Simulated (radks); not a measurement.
Values are calculated unless marked as measured or tabulated.
Task: All-electron atom: the zirconium ion Zr5+ in [Ar] 3d10 4s2 4p4 7s1 (not the ground configuration). Code: a radial shooting solver on a logarithmic mesh with Libxc functionals. Model: scalar-relativistic Kohn-Sham, r2SCAN, spin-polarised, spherical densities, finite nucleus; open shells are filled with parallel spins first (spin-orbit coupling, left out, can overturn this in heavy ions); meta-GGA in the generalised Kohn-Sham scheme; Fermi nuclear charge, rms radius 4.2694 fm. Some entries of the table are withheld. Estimate them.

| orbital | occ. | eigenvalue (eV) | <r^2> (bohr^2) |
|---|---|---|---|
| 1s up | 1 | -17946.90 | 0.001854 |
| 1s down | 1 | -17946.37 | 0.001854 |
| 2s up | 1 | -2566.915 | 0.03112 |
| 2s down | 1 | -2566.793 | 0.03112 |
| 2p up | 3 | -2295.526 | 0.02454 |
| 2p down | 3 | -2295.132 | 0.02455 |
| 3s up | 1 | -491.2206 | 0.2391 |
| 3s down | 1 | -490.8080 | 0.2390 |
| 3p up | 3 | -401.8062 | 0.2471 |
| 3p down | 3 | -401.2861 | 0.2467 |
| 3d up | 5 | -255.5831 | (1) |
| 3d down | 5 | -254.9695 | (2) |
| 4s up | 1 | -128.4004 | 1.493 |
| 4s down | 1 | -124.5072 | 1.501 |
| 4p up | 3 | -103.5549 | 1.758 |
| 4p down | 1 | -99.7750 | 1.774 |
| 7s up | 1 | -17.6044 | 48.31 |

Result: 
(1) 3d up <r^2> (bohr^2): 0.2453
(2) 3d down <r^2> (bohr^2): 0.2440
